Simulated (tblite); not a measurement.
Compound: C₄H₈F₂SSi.
SMILES with atom numbers: `[CH3:1][C@@:2]1([F:3])[CH2:4][Si@@H:5]([F:6])[CH2:7][S:8]1` (hydrogens: H9, H10, H11 on C1; H12, H13 on C4; H14 on Si5; H15, H16 on C7)

The geometry is computed with GFN2-xTB (gas phase).

(1) Give the optimised bond lengths and angles.

Results:

(1) 
| bond | length (pm) |
| --- | --- |
| C1–C2 | 151.5 |
| C2–F3 | 139.2 |
| C2–C4 | 152.2 |
| C4–Si5 | 189.9 |
| Si5–F6 | 161.5 |
| Si5–C7 | 190.3 |
| C7–S8 | 182.9 |
| C2–S8 | 183.9 |
| C1–H9, C1–H10, C1–H11 | 108.7 |
| C4–H12 | 109.0 |
| C4–H13 | 109.0 |
| Si5–H14 | 144.9 |
| C7–H15 | 108.8 |
| C7–H16 | 108.8 |

Bonds in one row agree within 1 pm and their mean is given. A selection of angles:
| angle | degrees |
| --- | --- |
| C2–C1–H9 | 109.6 |
| H9–C1–H10 | 109.0 |
| C1–C2–F3 | 108.5 |
| C1–C2–C4 | 114.9 |
| C1–C2–S8 | 109.4 |
| F3–C2–C4 | 107.3 |
| F3–C2–S8 | 107.3 |
| C4–C2–S8 | 109.1 |
| C2–C4–Si5 | 106.2 |
| C2–C4–H12 | 108.7 |
| C2–C4–H13 | 108.7 |
| Si5–C4–H12 | 114.1 |
| Si5–C4–H13 | 111.1 |
| H12–C4–H13 | 107.9 |
| C4–Si5–F6 | 109.3 |
| C4–Si5–C7 | 98.7 |
| C4–Si5–H14 | 117.0 |
| F6–Si5–C7 | 109.4 |
| F6–Si5–H14 | 107.1 |
| C7–Si5–H14 | 115.1 |
| Si5–C7–S8 | 107.5 |
| Si5–C7–H15 | 113.2 |
| Si5–C7–H16 | 113.4 |
| S8–C7–H15 | 106.4 |
| S8–C7–H16 | 107.6 |
| H15–C7–H16 | 108.3 |
| C2–S8–C7 | 98.1 |

Dihedral angles: C1–C2–C4–Si5 170° (antiperiplanar); C2–C4–Si5–F6 -143° (anticlinal); C4–Si5–C7–S8 1° (synperiplanar); Si5–C7–S8–C2 21° (synperiplanar); C1–C2–S8–C7 -170° (antiperiplanar).

The 5-membered ring C2–C4–Si5–C7–S8 has internal angles of 98.1° to 109.1° (sum 520°, against 540° for a flat polygon); it is puckered, 0.21 Å rms from its mean plane, widest ring torsion 47°. Si5 (fluorine-bound silicon) is distorted tetrahedral (angles from 98.7° to 117.0°).

Point group: C1 (no symmetry element, even within 0.4 Å). Its GFN2-xTB frequencies are all real (lowest 42 cm⁻¹). One conformer, not necessarily the lowest.

Time: 1.1 s. Hardware: one thread, Arm Neoverse N1 (aarch64), shared host with 64 logical CPUs at a one-minute load of 59. These figures are those of the optimisation.
